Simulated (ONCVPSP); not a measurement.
# An all-electron radial function and its pseudo partner (carbon (C))

Columns: radius, all-electron u(r) and pseudo u(r) of the 2p shell (level -17.00 eV) of carbon in the configuration [He] 2s2 2p1; PBE, scalar-relativistic, ONCV scheme, ONCVPSP 4.0.1.

```
r (bohr)  all-electron  pseudo
   0.145        0.1024  0.0325
   0.290        0.2832  0.1242
   0.435        0.4545  0.2593
   0.580        0.5897  0.4154
   0.725        0.6865  0.5685
   0.870        0.7480  0.6978
   1.015        0.7777  0.7891
   1.160        0.7815  0.8368
   1.305        0.7655  0.8430
   1.450        0.7355  0.8156
   1.595        0.6959  0.7653
   1.740        0.6505  0.7028
   1.885        0.6022  0.6368
   2.030        0.5531  0.5731
   2.175        0.5047  0.5146
   2.320        0.4581  0.4621
   2.465        0.4139  0.4152
   2.610        0.3726  0.3729
   2.755        0.3343  0.3344
   2.900        0.2991  0.2991
   3.045        0.2669  0.2669
   3.190        0.2375  0.2375
   3.335        0.2109  0.2109
   3.480        0.1868  0.1868
   3.625        0.1652  0.1652
   3.770        0.1457  0.1457
```

(1) How many radial nodes do the two functions have?

(2) At about which radius was the pseudo-wave matched?

(3) Where does each function peak?

(4) Is the pseudo-wave norm-conserving?

## Answers

(1) The all-electron 2p function has n − l − 1 = 0; the pseudo-wave has 0.

(2) 2.90 bohr. The columns agree to 0.0005 from 2.61 bohr on; several derivatives are matched, so the curves merge somewhat inside the radius.

(3) Outermost all-electron maximum near 1.16 bohr, pseudo maximum near 1.30 bohr (to the table’s step).

(4) Yes: the ONCV scheme keeps the norm inside the radius equal to the all-electron one, which fixes the energy derivative of the logarithmic derivative at the level.
